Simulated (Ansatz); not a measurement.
`C[Si](O)(F)Cl` + `C[N](C)[GeH]` → `C[SiH](O)F` + `C[N](C)[Ge][Cl]`  (redistribution)

Calculated with Ansatz (gas phase, PBE0-D4/def2-TZVP geometries, no zero-point term in ΔE). CCSD(T)/CBS adds triple-zeta CCSD(T) − MP2 to the extrapolated MP2 energy (def2 sets, frozen cores). Functionals use def2-TZVPP. For Ge outer-core shells are correlated without core-valence functions, which leaves a few kJ/mol of doubt a bond. Scalar relativity is left out up to krypton. Each species was taken in one conformer, which may not be the lowest.

`C[Si](O)(F)Cl`:

```xyz
9

C    -0.807   -0.850    0.498
Si    0.289    0.520   -0.035
O     1.407   -0.052   -1.062
F     0.999    1.180    1.227
Cl   -0.760    2.043   -0.917
H    -1.331   -1.274   -0.360
H    -1.546   -0.492    1.216
H    -0.216   -1.639    0.969
H     1.965    0.565   -1.538
```

`C[N](C)[GeH]`:

```xyz
11

C     0.531    1.185   -0.509
N     0.326   -0.175   -0.066
C    -1.003   -0.389    0.455
Ge    1.679   -1.389   -0.202
H     0.382    1.896    0.314
H    -0.175    1.452   -1.306
H     1.545    1.312   -0.892
H    -1.123   -1.424    0.771
H    -1.763   -0.163   -0.305
H    -1.199    0.267    1.314
H     0.801   -2.573    0.426
```

`C[SiH](O)F`:

```xyz
9

C    -0.649   -0.789    0.540
Si    0.403    0.192   -0.625
O     0.390    1.795   -0.307
F     1.897   -0.371   -0.502
H    -0.613   -1.851    0.286
H    -1.690   -0.461    0.489
H    -0.306   -0.681    1.573
H    -0.005    0.071   -2.039
H     0.574    2.094    0.584
```

`C[N](C)[Ge][Cl]`:

```xyz
11

C     0.780    0.112   -0.851
N    -0.191    0.193    0.211
C    -0.633   -1.101    0.680
Ge   -0.925    1.649    1.028
Cl    0.111    3.257   -0.086
H     1.081    1.107   -1.171
H     0.365   -0.424   -1.715
H     1.671   -0.436   -0.519
H    -1.101   -1.677   -0.128
H    -1.367   -0.989    1.483
H     0.207   -1.690    1.068
```

CCSD(T)/CBS gives -19.5 kJ/mol.

Task: Another level gave -17.1 kJ/mol. Which?
A. B97M-V/def2-TZVPP
B. BLYP/def2-TZVPP
C. BHLYP-D4/def2-TZVPP
D. CCSD(T)/def2-TZVPP

Result: D. CCSD(T)/def2-TZVPP -17.1, BHLYP-D4 -21.7, BLYP -30.5, B97M-V -10.9 kJ/mol.

Task: What do rigid-rotor, harmonic-oscillator terms from PBE0-D4/def2-TZVP frequencies (298.15 K, 1 bar) make of the CCSD(T)/CBS value? (Estimate.)

Result: Ansatz gave: ΔZPE = +2.1 kJ/mol, ΔH = -16.7 kJ/mol, ΔS = 6 J/(mol·K), ΔG = -18.5 kJ/mol.

Largest T1 diagnostic among the species: 0.016.

From PBE to PBE0 (25 % exact exchange), in def2-TZVPP and without D4, ΔE moves by +4.1 kJ/mol. At CCSD(T), def2-SVP lies +3.1 kJ/mol from the extrapolated value and def2-TZVPP +2.4 kJ/mol. Leaving LDA and LC-ωPBE aside and taking each functional with its dispersion term where it has one, the values, not all of them listed here, spread over 16.8 kJ/mol, from BLYP-D4 to B97M-V. LDA lies +5.7 kJ/mol from PBE without D4.
